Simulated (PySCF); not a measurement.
Si(GeH3)2(Me)(OH), SMILES C[Si](O)([GeH3])[GeH3] (CH10Ge2OSi) (GFN2-xTB optimised geometry):

```
15

C     -1.293     1.033     0.000
Si    -0.632    -0.743     0.000
O     -1.199    -1.371     1.394
Ge     1.722    -0.743     0.000
Ge    -1.484    -1.938    -1.842
H     -0.972     1.557    -0.896
H     -0.929     1.586     0.861
H     -2.378     1.047     0.028
H     -1.017    -2.268     1.662
H      2.355    -1.260    -1.260
H      2.369    -1.586     1.066
H      2.378     0.594     0.180
H     -2.474    -1.206    -2.698
H     -0.451    -2.390    -2.834
H     -2.202    -3.217    -1.505
```

Computed with B3LYP/def2-TZVP (PySCF).

### Question
What are the frontier orbital energies and the dipole moment?

### Answer
HOMO-2 -8.99 eV, HOMO-1 -8.17 eV, HOMO -7.34 eV, LUMO -0.86 eV, LUMO+1 -0.39 eV; dipole moment 0.74 D.

On the same geometry PBE/def2-TZVP in PySCF gives HOMO-2 -7.87 eV, HOMO-1 -7.13 eV, HOMO -6.38 eV, LUMO -1.45 eV, LUMO+1 -0.96 eV; dipole moment 0.78 D.

Meta-Löwdin charges at B3LYP/def2-TZVP: C1 -0.58, Si2 0.80, O3 -0.75, Ge4 0.06, Ge5 0.06, H6 0.13, H7 0.13, H8 0.13, H9 0.36, H10 -0.06, H11 -0.05, H12 -0.05, H13 -0.05, H14 -0.06, H15 -0.05.
